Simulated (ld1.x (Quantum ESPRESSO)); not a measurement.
# Configuration tests for Pt (Z = 78) (PAW)

ld1.x (Quantum ESPRESSO) 7.5 input, shortened:

```
&input
   title='Pt', zed=78., rel=1, dft='PBE', iswitch=3,
   config='[Xe] 4f14 5d7 6s0 6p0'
 /
 &inputp
   pseudotype=3, lpaw=.true., tm=.true., lloc=-1, rcloc=1.10,
   nlcc=.true., new_core_ps=.true.,
   which_augfun='PSQ', rmatch_augfun_nc=.true.
 /
6
5S  1  0   2.00   0.00  0.88  0.94  0.0
6S  2  0   0.00   0.00  0.88  0.94  0.0
5P  2  1   6.00   0.00  1.85  2.25  0.0
6P  3  1   0.00   0.00  1.85  2.25  0.0
5D  3  2   7.00   0.00  2.05  2.15  0.0
5D  3  2   0.00  -2.35  2.05  2.15  0.0
 &test
   configts(1)='5s2 5p6 5d7 6s0 6p0'
 /
```

Energies are relative to the spin-unpolarised reference configuration 5s2 5p6 5d7 6s0 6p0; without spin polarisation the order of configurations can differ from experiment. Not all tests gave a result: 1 of 7 tests not solved or not reliable. Left out of the table: 5s2 5p6 5d8 6s1 6p1 (solver errors, printed error -2.5 eV).

Task: Give the all-electron excitation energy and the error of the potential for: 5s2 5p6 5d9 6s1 6p0; 5s2 5p6 5d9 6s0 6p0; 5s2 5p6 5d8 6s0 6p0; 5s2 5p6 5d9 6s0.5 6p0; 5s2 5p6 5d6 6s0 6p0; 5s2 5p5 5d9 6s1 6p0.

Result:

```
valence configuration  charge  ΔE all-electron (eV)  error AE − PS (meV)
  5s2 5p6 5d9 6s1 6p0       0               -61.376                  +47
  5s2 5p6 5d9 6s0 6p0      +1               -52.182                  +49
  5s2 5p6 5d8 6s0 6p0      +2               -32.217                  +16
5s2 5p6 5d9 6s0.5 6p0    +0.5               -57.683                  +49
  5s2 5p6 5d6 6s0 6p0      +4                45.653                 -6.7
  5s2 5p5 5d9 6s1 6p0      +1                 0.775                  -37
```

These tests converged, but a pseudo level misses the all-electron one widely, so the file describes the atom poorly there or has found another state: 5s2 5p6 5d8 6s0 6p0: empty 6p by 8.7 eV.

Note: ghost state, extra bound levels that the all-electron valence spectrum of the same l lacks: d at -107.1 eV. A true bound ghost makes a file unfit for plane-wave use.
